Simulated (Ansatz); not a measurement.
`[F][Ge][Br]` + NH₃ → `[NH2][Ge][Br]` + H–F at 298.15 K and 1 bar (ligand exchange at a Ge–F bond).

Computed with Ansatz on PBE0-D4/def2-TZVP structures; ΔE is electronic, products minus reactants. CBS: MP2 limit from def2 TZ/QZ plus the TZ coupled-cluster correction, frozen cores. This one scheme is used for every species. For Br, Ge outer-core shells are correlated without core-valence functions, which leaves a few kJ/mol of doubt a bond. Scalar relativity is left out up to krypton. One conformer a species, not always the lowest.

| species | CCSD(T)/CBS energy (Eh) | H − E (kJ/mol) | S (J/(mol·K)) |
| --- | --- | --- | --- |
| `[F][Ge][Br]` | -4749.29775 | 19.8 | 300.9 |
| NH₃ | -56.50880 | 100.5 | 192.4 |
| `[NH2][Ge][Br]` | -4705.39826 | 84.2 | 308.3 |
| H–F | -100.39570 | 33.5 | 173.6 |

H − E and S are ideal-gas, rigid-rotor, harmonic terms from PBE0-D4/def2-TZVP, for one conformer and one mirror image of each species. 1 Eh = 2625.50 kJ/mol, R = 8.31446 J/(mol·K).

Q: By hand: ΔE, ΔH, ΔS and ΔG.

A: ΔE = (-4705.39826) + (-100.39570) − (-4749.29775) − (-56.50880) = 0.01259 Eh = 33.1 kJ/mol. Δ(H − E) = 84.2 + 33.5 − 19.8 − 100.5 = -2.6, so ΔH = 30.5 kJ/mol. ΔS = 308.3 + 173.6 − 300.9 − 192.4 = -11.4 J/(mol·K). ΔG = 30.5 − 298.15 × (-11.4)/1000 = 33.9 kJ/mol.

Q: By hand: the equilibrium constant, and the temperature at which ΔG would vanish if ΔH and ΔS stayed fixed.

A: log₁₀ K = −ΔG/(RT ln 10) = -5.9. ΔH and −TΔS have one sign here, so there is no such temperature.

The number of gas molecules stays the same, so ΔS is small and ΔH decides. A doubt of 5 kJ/mol in ΔE shifts log₁₀ K by 0.9 here. Other conformers and mirror images would add mixing entropy, several J/(mol·K) or more a flexible species. These are equilibria of isolated gas molecules and say nothing of rates. Largest T1 diagnostic: 0.012 (customary marks: 0.02 for closed shells, 0.045 for open ones).

ΔS is within the doubt of such terms, so its sign, and with it that verdict, could turn.
